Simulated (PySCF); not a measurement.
**Complete the spectrum of C3H3BCl2**

Species: C3H3BCl2.
Atom-mapped SMILES: `[CH:1]#[C:2][CH2:3][B:4]([Cl:5])[Cl:6]` (hydrogens: H7 on C1; H8, H9 on C3)

The calculation used TDDFT CAM-B3LYP/def2-SVPD, vertical, gas phase, core orbitals frozen in the response (PySCF 2.14.0, density-fitted response routines). Geometry: PBE0-D3(BJ)/def2-SVP, one conformer, isolated molecule. Torsions of this conformer, `[CH:1]#[C:2][CH2:3][B:4]([Cl:5])[Cl:6]`: C2–C3–B4–Cl5 -82°.

Orbital energies (eV): HOMO-3 -11.06, HOMO-2 -10.60, HOMO-1 -9.45, HOMO -9.26, LUMO -0.50, LUMO+1 0.66, LUMO+2 1.83.

Lowest singlets, with some entries withheld (?).

```csv
state,E (eV),f,"main configurations (H = HOMO, L = LUMO)"
S1,?,?,?
S2,5.67,0.0005,H-1→L (90%)
S3,?,?,?
S4,6.57,0.0001,"H→L+3 (46%), H→L+2 (33%), H→L+9 (8%)"
S5,6.65,0.0062,H-4→L (70%)
S6,7.14,0.042,"H-3→L (22%), H→L+7 (16%), H-1→L+3 (15%)"
S7,7.17,0.122,"H-3→L (65%), H-4→L (13%)"
S8,7.32,0.0010,"H-1→L+7 (45%), H-1→L+4 (24%)"
S9,7.36,0.0037,"H→L+1 (78%), H→L+2 (10%)"
S10,7.54,0.023,"H-1→L+1 (74%), H-1→L+2 (13%)"
```

(1) What stands in place of each question mark?

(2) What is the vertical ionisation energy by ΔSCF at this level?

(3) How far apart are S5 and S8, in eV and cm⁻¹?

(4) Where do the lowest triplets lie (Tamm–Dancoff)?

Answers

(1) 
- S1: E = 5.48 eV; f = 0.044; H→L (88%)
- S3: E = 6.12 eV; f = 0.0001; H-2→L (97%)

(2) 10.20 eV; −ε(HOMO) is 9.26 eV.

(3) 7.315 − 6.655 = 0.660 eV, or about 5330 cm⁻¹.

(4) T1 4.82 eV, H→L (76%), H→L+7 (8%); T2 5.40 eV, H-1→L (72%), H-1→L+7 (9%); T3 5.55 eV, H-1→L+3 (36%), H-1→L+2 (26%), H-1→L+9 (9%); T4 5.95 eV, H-2→L (95%). E(S1) − E(T1) = +0.66 eV.
